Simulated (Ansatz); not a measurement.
Molecule: sum formula TiH$_{4}$S, charge 0, multiplicity 1. SMILES: [TiH3][SH]
Coordinates optimised at B3LYP-D3(BJ)/def2-TZVP (Ansatz, an electronic-structure program):
```xyz
6

Ti    -0.8428    -0.2356     0.0378
H     -1.0241    -1.2276     1.4074
H     -1.8036     1.1553     0.1580
H     -1.2506    -1.0695    -1.3801
S      1.3205     0.4154    -0.1260
H      1.4925    -0.3204     1.0000
```
Charge 0, spin multiplicity 1.

Parts of the frozen-core correlation energy in 6-31G* (Ansatz, hartree). Frozen orbitals: 14; correlated occupied orbitals by spin: 7 and 7; virtual: 42 and 42. No spin-orbit coupling. Non-relativistic.

```json
[
 {"term": "reference (HF)", "value": "-1248.09472"},
 {"term": "MP2 opposite-spin", "value": "-0.18966"},
 {"term": "MP2 same-spin", "value": "-0.05500"},
 {"term": "CCSD correlation", "value": "-0.27547"},
 {"term": "(T)", "value": "-0.01882"},
 {"term": "T1 diagnostic", "value": "0.037"},
 {"term": "largest doubles amplitude", "value": "0.062"}
]
```
